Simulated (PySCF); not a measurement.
## How methods differ on the excitation energy of Ge

Ge [Ar] 3d10 4s2 4p2 (3P) → Ge [Ar] 3d10 4s2 4p1 5s1 (3P), as a difference of total energies. Computed with PySCF 2.14 in aug-cc-pVTZ-PP with one added diffuse shell each of s, d, f type with ECP10MDF (7s5p5d3f, 68 functions), with scalar relativity through the core potential. Correlated levels: valence: 3s2 3p6 3d10 frozen. The calculations carry no spin-orbit coupling.

```
           method  excitation energy (eV)
              UHF                   4.394
    MP2 (valence)                   4.580
SCS-MP2 (valence)                   4.547
   CCSD (valence)                   4.575
CCSD(T) (valence)                   4.587
```

Q: How much does correlation contribute at CCSD(T) (valence)?

A: 4.587 − (4.394) = 0.193 eV, measured against UHF.

Errors of the correlated levels include the incompleteness of this basis and the frozen core.

For comparison: 4.648 eV (measured; NIST levels, between the centres of gravity of the two terms).
